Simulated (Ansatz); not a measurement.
Relaxation of [MnNF4]2- (MnNF4²⁻) with RKS PBE0-D4/def2-SVPD.

```sh
$ ansatz run in.yaml --threads 4 --pin off --events-out ev --progress --plain --max-ram 3916MiB
```

```yaml
crystal:
  periodic: [false, false, false]
  atoms:
    - {symbol: Mn, position_ang: [-0.000150, -0.001150, 0.122290]}
    - {symbol: N, position_ang: [0.002000, -0.006720, 1.660980]}
    - {symbol: F, position_ang: [1.779580, 0.013210, -0.446870]}
    - {symbol: F, position_ang: [-0.013630, 1.778440, -0.441340]}
    - {symbol: F, position_ang: [-1.781650, -0.006850, -0.440080]}
    - {symbol: F, position_ang: [0.013850, -1.776930, -0.454970]}
basis:
  gaussian: {orbitals: def2-SVPD}
total_charge: -2
hamiltonian: {xc: pbe0, dispersion: d4}
scf: {lower_state_search: "off"}
output: {orbitals: {seedname: orbitals}}
relax: {f_tol: 0.02, max_steps: 100}
```

It took 7 s on 4 threads of Intel Xeon 6975P-C on a shared host.

Positions (Å) and forces (eV/Å) at steps 1, 2, 3, 4, 5 of 5:

```xyz
6
step=1 energy=-43648.1108 eV
Mn    0.000   -0.001    0.122    0.016    0.003    3.043
N     0.002   -0.007    1.661   -0.003    0.008   -3.135
F     1.780    0.013   -0.447    0.312    0.004    0.026
F    -0.014    1.778   -0.441    0.004    0.328    0.023
F    -1.782   -0.007   -0.440   -0.315   -0.023    0.022
F     0.014   -1.777   -0.455   -0.014   -0.319    0.021
6
step=2 energy=-43648.2009 eV
Mn    0.000    0.000    0.114   -0.002   -0.022    1.722
N     0.002   -0.006    1.623    0.000    0.009   -1.724
F     1.795    0.014   -0.435    0.222    0.003    0.002
F    -0.013    1.795   -0.429   -0.002    0.232    0.000
F    -1.796   -0.011   -0.429   -0.224    0.005    0.000
F     0.011   -1.791   -0.444    0.006   -0.227    0.000
6
step=3 energy=-43648.2407 eV
Mn   -0.001   -0.002    0.104    0.020    0.041   -0.286
N     0.002   -0.007    1.577   -0.003   -0.008    0.271
F     1.819    0.015   -0.421    0.010   -0.008    0.004
F    -0.013    1.819   -0.416    0.000    0.013    0.006
F    -1.822   -0.006   -0.415   -0.011   -0.025    0.002
F     0.014   -1.819   -0.429   -0.017   -0.013    0.003
6
step=4 energy=-43648.2414 eV
Mn    0.000    0.000    0.101    0.000    0.000    0.024
N     0.003   -0.006    1.579    0.000    0.000   -0.009
F     1.821    0.014   -0.422    0.002    0.001   -0.004
F    -0.013    1.822   -0.414    0.001    0.003   -0.003
F    -1.822   -0.010   -0.416   -0.002   -0.001   -0.004
F     0.012   -1.819   -0.429   -0.001   -0.003   -0.003
6
step=5 energy=-43648.2414 eV
Mn    0.000    0.000    0.102    0.000    0.000    0.000
N     0.003   -0.006    1.579    0.000    0.000    0.000
F     1.820    0.014   -0.423    0.000    0.000    0.000
F    -0.013    1.822   -0.413    0.000    0.000    0.000
F    -1.822   -0.011   -0.417    0.000    0.000    0.000
F     0.011   -1.819   -0.428    0.000    0.000    0.000
```

A multiply charged anion in the gas phase is held together partly by the finite basis. Removing one electron lowers the energy by 2.01 eV at PBE0-D4/def2-TZVPD, so it isn't bound. The highest occupied level of the charge -2 singlet lies above zero (up to 3.02 eV). By energy differences it is unbound by 2.63 eV (vertical, to the charge -1 doublet, at PBE-D4/def2-TZVPD) and held by the finite basis. The relaxation made no stability test and no search for a lower SCF solution. At PBE0-D4/def2-SVPD a triplet of charge -2 lies 0.66 eV below the restricted singlet, each at its own geometry.
